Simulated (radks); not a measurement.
Results of a calculation; reference values are marked as such.
Question: Radial electron density D(r) = 4 pi r^2 rho(r) of an atom or ion with 67 electrons. Level of theory: scalar-relativistic Kohn-Sham, PBE, spin-polarised, spherical densities, finite nucleus; Fermi nuclear charge, rms radius of each element as measured or else 0.836 A^(1/3) + 0.57 fm (a radial shooting solver on a logarithmic mesh with Libxc functionals).

r (bohr)  D(r) (e/bohr)   spin D(r)
0.004479          44.66    0.000549
0.006218          62.27    0.000717
0.008632          79.46    0.000805
0.01198           90.34    0.000696
0.01663           90.08    0.000332
0.02309           82.63  -0.0000549
0.03206           84.14    0.000111
0.0445            105.1    0.000905
0.06177           122.4     0.00101
0.08575           107.1     0.00446
0.119             93.00      0.0463
0.1653            108.8       0.234
0.2294            87.95       0.764
0.3185            50.93        1.73
0.4421            59.07        2.57
0.6137            47.65        2.46
0.8519            22.65        1.64
1.183             13.05       0.760
1.642             6.628       0.217
2.279             1.829      0.0909
3.164            0.2644      0.0436
4.392           0.01887     0.00524
6.097            0.1597       0.159
8.463            0.1680       0.168
11.75           0.02656      0.0266
16.31         0.0006288    0.000629

What is the nuclear charge?

Answer: Z = 68. The innermost maximum, from 1s, lies near gamma/Z bohr with gamma = sqrt(1 - (Z/c)^2) = 0.868, here 0.0128 bohr (found: 0.0140), and its height grows with Z. The density is that of the erbium ion Er+ in [Xe] 4f12 7s1; the configuration itself is not fixed sharply by these data, and Z only to a few units. D(r) has 5 maxima, at r = 0.0140, 0.0628, 0.175, 0.475, 7.27 bohr, and minima at 0.0269, 0.114, 0.337, 4.36 bohr, inside which lie 1.93, 11.13, 29.54, 66.09 electrons.
